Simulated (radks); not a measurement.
Results of a calculation; reference values are marked as such.
Fractional charge and spin in the 4d shell of indium: the spin-up occupation runs from 4 to 5 and the spin-down occupation from 4 to 5; the fullest corner is In2+, [Kr] 5s(up 0.5, down 0.5) 4d(up 5, down 5). Code: a radial shooting solver on a logarithmic mesh with Libxc functionals. Model: scalar-relativistic Kohn-Sham, BLYP, spin-polarised, spherical densities, point nucleus. Energy (eV) minus the two flat planes that join the four corners (they meet along the diagonal where the two added fractions sum to one electron); zero is where a piecewise linear energy would lie.

down \ up       4     4.5       5
4           0.000  -2.139   0.000
4.5        -2.139   0.206  -1.977
5           0.000  -1.977   0.000

Corners above the fullest one (they belong to In3+ and the next ion): (up 5, down 4) 44.162 eV, (up 4, down 5) 44.162 eV, (up 4, down 4) 105.62 eV. With half an added electron in each spin the energy lies 0.206 eV from the planes, and with half an added electron in spin up alone -2.139 eV. The planes are only a guide here: the flat-plane condition holds for ground states with one frontier orbital, while this shell lies below other occupied shells, so the corners above the fullest one are inner-hole states and not the ground states of those ions.
